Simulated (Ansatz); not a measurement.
BH₆N₃ (`NB(N)N`), 10 atoms. Total charge 0; spin multiplicity 1. Hardware: A = 2 threads of a server CPU on a shared host; B = 2 threads of an AMD EPYC 7R13 on a shared host and a share of an NVIDIA H100 80 GB. Correlated methods freeze the cores. Open-shell runs search over several starts.

Problem. How many basis functions does each run have, and how long does it take in Ansatz? direct RPA on PBE orbitals/def2-TZVPP energy [A]; RKS PBE0-D4/def2-QZVPP energy [B]; RHF-CCSD(T)/cc-pV(T+d)Z energy [B]; RHF-CCSD(T)/def2-QZVPP energy [B]; UKS B3LYP-D4/def2-TZVPP energy of the cation [A]; RKS B97M-V/def2-TZVPP energy [A]; RKS PBE0-D4/def2-TZVP relaxation (8 steps) [A]; RKS ωB97M-V/def2-SVP energy [A]; RKS PBE0-D4/def2-SVP energy [A]; RKS PBE-D4/def2-TZVPP energy and forces [A]; RHF-CCSD(T)/cc-pV(D+d)Z energy [A]; UKS PBE0-D4/def2-TZVPP energy of the cation [A]. (Estimate.)

Solution. Ansatz gave: Other jobs shared the machine, so times are rough.

```tsv
level	job	functions	wall time	peak host memory (GiB)
RKS PBE0-D4/def2-SVP	energy [A]	86	2.4 s	0.37
RKS PBE-D4/def2-TZVPP	energy and forces [A]	208	4.3 s	0.37
RHF-CCSD(T)/cc-pV(T+d)Z	energy [B]	204	5.5 s	0.79
RKS ωB97M-V/def2-SVP	energy [A]	86	6 s	0.37
RKS PBE0-D4/def2-QZVPP	energy [B]	408	7 s	0.89
RHF-CCSD(T)/cc-pV(D+d)Z	energy [A]	86	8 s	0.37
direct RPA on PBE orbitals/def2-TZVPP	energy [A]	208	9.5 s	0.48
RKS B97M-V/def2-TZVPP	energy [A]	208	13 s	0.37
RHF-CCSD(T)/def2-QZVPP	energy [B]	408	22 s	0.9
RKS PBE0-D4/def2-TZVP	relaxation (8 steps) [A]	160	43 s	0.37
UKS PBE0-D4/def2-TZVPP	energy of the cation [A]	208	50 s	0.68
UKS B3LYP-D4/def2-TZVPP	energy of the cation [A]	208	57 s	0.68
```

B3LYP here is the variant with VWN-RPA as its local correlation; programs differ in this.
